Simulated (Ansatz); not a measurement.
Al(Me)(F)2 (CH3AlF2), SMILES [CH3][Al]([F])[F].

The structure is a stationary point at B3LYP-D3(BJ)/def2-SVP. The isomer is the one that the SMILES or the coordinates give; other isomers of the formula were not compared.

Two levels are set side by side: PBE/def2-SVPD (Ansatz, a quantum-chemistry and plane-wave program) and PBE0/def2-SVPD (Ansatz). Energy differences of separate SCF runs at the same geometry; the states with an electron removed or added have multiplicity 2 and 2. Differences are taken from unrounded values.

```csv
quantity,PBE
vertical ionisation energy (eV),11.62
vertical singlet–triplet gap (eV),6.42
```

### Question
These are the PBE values. What does PBE0 give? (An estimate is asked for; the answer gives what the named calculation found.)

### Answer

```
quantity                            PBE0  PBE minus PBE0
---------------------------------  -----  --------------
vertical ionisation energy (eV)    11.94           -0.32
vertical singlet–triplet gap (eV)   6.81           -0.40
```
